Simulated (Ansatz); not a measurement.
Start from `O[SiH2]S[SiH](O)O` and change one atom or group to get `CS[SiH](O)O`.

Ansatz, PBE0-D4/def2-TZVP geometries, multiplicity 1. Each molecule was computed in one conformer, which needn't be the lowest.

```
                                        property  `O[SiH2]S[SiH](O)O`
             HOMO–LUMO gap (PBE/def2-TZVPP) / eV                 5.62
               LUMO energy (PBE/def2-TZVPP) / eV                -0.89
           HOMO–LUMO gap (B3LYP/def2-TZVPP) / eV                 7.28
              LUMO energy (PBE0/def2-TZVPP) / eV                -0.03
            HOMO–LUMO gap (PBE0/def2-TZVPP) / eV                 7.73
size of the dipole moment (B3LYP/def2-TZVPP) / D                 1.69
```

(1) Give the same properties after the change, and the shifts. (Estimate.)

Answers

(1) Ansatz gave: 
```json
{"property": "HOMO–LUMO gap (PBE/def2-TZVPP) / eV", "`CS[SiH](O)O`": "5.10", "shift": "-0.52"}
{"property": "LUMO energy (PBE/def2-TZVPP) / eV", "`CS[SiH](O)O`": "-0.72", "shift": "0.17"}
{"property": "HOMO–LUMO gap (B3LYP/def2-TZVPP) / eV", "`CS[SiH](O)O`": "6.74", "shift": "-0.54"}
{"property": "LUMO energy (PBE0/def2-TZVPP) / eV", "`CS[SiH](O)O`": "0.19", "shift": "0.22"}
{"property": "HOMO–LUMO gap (PBE0/def2-TZVPP) / eV", "`CS[SiH](O)O`": "7.25", "shift": "-0.48"}
{"property": "size of the dipole moment (B3LYP/def2-TZVPP) / D", "`CS[SiH](O)O`": "1.18", "shift": "-0.51"}
```

With PBE0 the HOMO rises by 0.70 eV and the LUMO rises by 0.22 eV, so the gap narrows by about 0.48 eV. PBE moves the HOMO by 0.69 eV and ωB97M-V by 0.67 eV. Dipoles are sizes alone; their direction can turn.

B3LYP here is the variant with VWN-RPA as its local correlation; programs differ in this.
